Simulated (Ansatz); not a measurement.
## Nudged elastic band run: CH$_{8}$NO$_{2}$SbSi

The input (input.yaml):

```yaml
crystal:
  periodic: [false, false, false]
  atoms:
    - { symbol: "N", position_ang: [-0.509266, -1.333308, 1.053917] }
    - { symbol: C, position_ang: [0.428222, -0.475766, 0.386004] }
    - { symbol: O, position_ang: [1.695269, -0.502358, 1.048005] }
    - { symbol: Sb, position_ang: [0.979435, -1.199526, -1.714573] }
    - { symbol: Si, position_ang: [-0.243548, 1.317773, 0.333597] }
    - { symbol: O, position_ang: [-1.807474, 1.333621, -0.312711] }
    - { symbol: H, position_ang: [-0.346379, -2.33909, 0.911478] }
    - { symbol: H, position_ang: [-1.485152, -1.107845, 0.825519] }
    - { symbol: H, position_ang: [1.472873, -0.514659, 2.004836] }
    - { symbol: H, position_ang: [1.821494, 0.240632, -2.194213] }
    - { symbol: H, position_ang: [-0.50355, -0.549618, -2.374688] }
    - { symbol: H, position_ang: [-0.405495, 1.817415, 1.742734] }
    - { symbol: H, position_ang: [0.726897, 2.182208, -0.422023] }
    - { symbol: H, position_ang: [-1.836325, 1.101321, -1.259083] }
basis:
  gaussian: { orbitals: def2-SVP }
hamiltonian:
  xc: pbe
neb:
  order_check: false
  images: 7
  f_tol: 0.05
  max_iterations: 60
  initial_path: idpp
  optimiser: fire
  climbing: immediate
  final_atoms:
    - { symbol: "N", position_ang: [-0.6555482, -1.44873465, 0.78388206] }
    - { symbol: C, position_ang: [0.33033019, -0.52845131, 0.30282999] }
    - { symbol: O, position_ang: [1.61020834, -0.55137302, 0.98174696] }
    - { symbol: Sb, position_ang: [0.88444328, -1.21577333, -1.76400685] }
    - { symbol: Si, position_ang: [-0.30920626, 1.27398511, 0.28703678] }
    - { symbol: O, position_ang: [-1.76997047, 1.51567774, -0.50943928] }
    - { symbol: H, position_ang: [-0.27773035, -2.39640821, 0.91720865] }
    - { symbol: H, position_ang: [-1.09422053, -1.14874266, 1.66581688] }
    - { symbol: H, position_ang: [1.45036916, -0.27789707, 1.9096508] }
    - { symbol: H, position_ang: [1.86967094, 0.1700455, -2.1113166] }
    - { symbol: H, position_ang: [-0.49147046, -0.42156563, -2.48310875] }
    - { symbol: H, position_ang: [-0.59630488, 1.62638399, 1.72740521] }
    - { symbol: H, position_ang: [0.79750153, 2.14623038, -0.23821391] }
    - { symbol: H, position_ang: [-1.76107129, 1.22742316, -1.44069295] }
```

Run as:

```bash
$ ansatz run input.yaml --threads 2 --pin off --max-ram 3072MiB --backend cpu --events-out ev --progress --plain --runs-dir out
```

Output, in part (warnings, iteration lines, the closing report on the highest movable image, with atoms numbered from 0):

```
NEB end point (image 0): max|allowed force component| = 1.415e-2 eV/Å (the criterion of neb.relax_end_points is 1.000e-2)
NEB end point (image 8): max|allowed force component| = 1.218e-2 eV/Å (the criterion of neb.relax_end_points is 1.000e-2)
NEB iter   1: max|band force component| = 8.731e-1 eV/Å  barrier→ = 0.1340 eV  barrier← = 0.1228 eV  CI = image 4  Δτ_max = 0.0130 Å  (278 SCF iters)
NEB iter   2: max|band force component| = 5.202e-1 eV/Å  barrier→ = 0.1196 eV  barrier← = 0.1084 eV  CI = image 4  Δτ_max = 0.0157 Å  (228 SCF iters)
NEB iter   3: max|band force component| = 4.483e-1 eV/Å  barrier→ = 0.1090 eV  barrier← = 0.0978 eV  CI = image 4  Δτ_max = 0.0175 Å  (222 SCF iters)
NEB iter   4: max|band force component| = 2.982e-1 eV/Å  barrier→ = 0.1073 eV  barrier← = 0.0961 eV  CI = image 4  Δτ_max = 0.0013 Å  (222 SCF iters)
NEB iter   5: max|band force component| = 2.346e-1 eV/Å  barrier→ = 0.1060 eV  barrier← = 0.0948 eV  CI = image 4  Δτ_max = 0.0022 Å  (166 SCF iters)
NEB iter   6: max|band force component| = 1.977e-1 eV/Å  barrier→ = 0.1042 eV  barrier← = 0.0930 eV  CI = image 4  Δτ_max = 0.0027 Å  (169 SCF iters)
NEB iter   7: max|band force component| = 2.251e-1 eV/Å  barrier→ = 0.1026 eV  barrier← = 0.0914 eV  CI = image 4  Δτ_max = 0.0032 Å  (196 SCF iters)
NEB iter   8: max|band force component| = 2.415e-1 eV/Å  barrier→ = 0.1013 eV  barrier← = 0.0901 eV  CI = image 4  Δτ_max = 0.0037 Å  (213 SCF iters)
NEB iter   9: max|band force component| = 1.745e-1 eV/Å  barrier→ = 0.1002 eV  barrier← = 0.0890 eV  CI = image 4  Δτ_max = 0.0046 Å  (214 SCF iters)
NEB iter  10: max|band force component| = 1.949e-1 eV/Å  barrier→ = 0.0996 eV  barrier← = 0.0884 eV  CI = image 4  Δτ_max = 0.0058 Å  (214 SCF iters)
NEB iter  11: max|band force component| = 2.087e-1 eV/Å  barrier→ = 0.0992 eV  barrier← = 0.0880 eV  CI = image 4  Δτ_max = 0.0069 Å  (211 SCF iters)
NEB iter  12: max|band force component| = 2.132e-1 eV/Å  barrier→ = 0.0983 eV  barrier← = 0.0871 eV  CI = image 4  Δτ_max = 0.0084 Å  (212 SCF iters)
NEB iter  13: max|band force component| = 1.222e-1 eV/Å  barrier→ = 0.0972 eV  barrier← = 0.0860 eV  CI = image 4  Δτ_max = 0.0098 Å  (220 SCF iters)
NEB iter  14: max|band force component| = 1.369e-1 eV/Å  barrier→ = 0.0961 eV  barrier← = 0.0849 eV  CI = image 4  Δτ_max = 0.0106 Å  (226 SCF iters)
NEB iter  15: max|band force component| = 1.001e-1 eV/Å  barrier→ = 0.0950 eV  barrier← = 0.0838 eV  CI = image 4  Δτ_max = 0.0109 Å  (228 SCF iters)
NEB iter  16: max|band force component| = 1.692e-1 eV/Å  barrier→ = 0.0947 eV  barrier← = 0.0836 eV  CI = image 4  Δτ_max = 0.0005 Å  (224 SCF iters)
NEB iter  17: max|band force component| = 1.372e-1 eV/Å  barrier→ = 0.0946 eV  barrier← = 0.0834 eV  CI = image 4  Δτ_max = 0.0009 Å  (146 SCF iters)
NEB iter  18: max|band force component| = 8.198e-2 eV/Å  barrier→ = 0.0944 eV  barrier← = 0.0832 eV  CI = image 4  Δτ_max = 0.0011 Å  (153 SCF iters)
NEB iter  19: max|band force component| = 8.186e-2 eV/Å  barrier→ = 0.0943 eV  barrier← = 0.0831 eV  CI = image 4  Δτ_max = 0.0011 Å  (163 SCF iters)
NEB iter  20: max|band force component| = 1.174e-1 eV/Å  barrier→ = 0.0943 eV  barrier← = 0.0831 eV  CI = image 4  Δτ_max = 0.0010 Å  (163 SCF iters)
NEB iter  21: max|band force component| = 1.094e-1 eV/Å  barrier→ = 0.0942 eV  barrier← = 0.0830 eV  CI = image 4  Δτ_max = 0.0011 Å  (161 SCF iters)
NEB iter  22: max|band force component| = 6.191e-2 eV/Å  barrier→ = 0.0941 eV  barrier← = 0.0829 eV  CI = image 4  Δτ_max = 0.0014 Å  (160 SCF iters)
NEB iter  23: max|band force component| = 4.457e-2 eV/Å  barrier→ = 0.0940 eV  barrier← = 0.0828 eV  CI = image 4  Δτ_max = 0.0342 Å  (355 SCF iters)
NEB iter  24: max|band force component| = 1.058e-1 eV/Å  barrier→ = 0.0929 eV  barrier← = 0.0817 eV  CI = image 4  Δτ_max = 0.0864 Å  (32 SCF iters)
NEB iter  25: max|band force component| = 1.020e-1 eV/Å  barrier→ = 0.0967 eV  barrier← = 0.0855 eV  CI = image 4  Δτ_max = 0.0540 Å  (216 SCF iters)
NEB iter  26: max|band force component| = 1.268e-1 eV/Å  barrier→ = 0.0918 eV  barrier← = 0.0806 eV  CI = image 4  Δτ_max = 0.0203 Å  (218 SCF iters)
NEB iter  27: max|band force component| = 5.348e-2 eV/Å  barrier→ = 0.0916 eV  barrier← = 0.0804 eV  CI = image 4  Δτ_max = 0.0102 Å  (226 SCF iters)
NEB iter  28: max|band force component| = 2.768e-2 eV/Å  barrier→ = 0.0914 eV  barrier← = 0.0802 eV  CI = image 4  Δτ_max = 0.0000 Å  (452 SCF iters)
Total energy: -21147.06726270 eV, -777.1403879071 hartree
Atom 0 at    -0.501353    -1.403970     0.942935 Å, force    -0.001284     0.008779    -0.000642 eV/Å
Atom 1 at     0.387759    -0.488363     0.347621 Å, force     0.002818     0.000759    -0.007110 eV/Å
Atom 2 at     1.680738    -0.391967     1.003698 Å, force     0.014138     0.003851     0.002238 eV/Å
Atom 3 at     0.993257    -1.212297    -1.712056 Å, force    -0.005635    -0.001928     0.003778 eV/Å
Atom 4 at    -0.315192     1.287039     0.271205 Å, force    -0.001510     0.001288    -0.001351 eV/Å
Atom 5 at    -1.826920     1.393255    -0.470087 Å, force     0.002050     0.002700     0.000095 eV/Å
Atom 6 at    -0.312751    -2.406720     0.947621 Å, force     0.001220    -0.008180    -0.000391 eV/Å
Atom 7 at    -1.357212    -1.096371     1.401550 Å, force    -0.001749    -0.001038     0.004182 eV/Å
Atom 8 at     1.478973    -0.393520     1.963480 Å, force    -0.004782    -0.002148     0.000776 eV/Å
Atom 9 at     1.878645     0.215190    -2.148311 Å, force     0.000400    -0.000499     0.000925 eV/Å
Atom 10 at    -0.447551    -0.543471    -2.437284 Å, force     0.000137     0.001215    -0.002439 eV/Å
Atom 11 at    -0.570725     1.718463     1.692734 Å, force    -0.002570    -0.002172    -0.001511 eV/Å
Atom 12 at     0.719112     2.169926    -0.367369 Å, force    -0.001760    -0.002691     0.002658 eV/Å
Atom 13 at    -1.819779     1.123609    -1.406939 Å, force    -0.001474     0.000062    -0.001207 eV/Å
Dipole moment:    -0.185566    -0.369403     0.155696 e Å
```

The forces met the threshold. The band force fell under the threshold earlier too, but the program's further tests of the path sent the band on. Another band between the same ends (7 images) ends at a top of the same energy, where a vibrational analysis finds 1 clearly imaginary mode.

Final band (atoms are numbered from 1 in the order of the input):

```csv
image,path coordinate (Å),energy (kcal/mol),height of N1 over the plane of its neighbours (Å)
0,0.00,0.0,-0.32
1,0.21,0.1,-0.32
2,0.41,0.4,-0.29
3,0.62,1.3,-0.19
4,0.83,2.1,0.00
5,1.00,1.5,0.17
6,1.17,0.6,0.29
7,1.34,0.3,0.33
8,1.51,0.3,0.34
```

Run time: 13 min on 2 threads of Arm Neoverse V1 (shared host), peak memory 0.21 GiB.
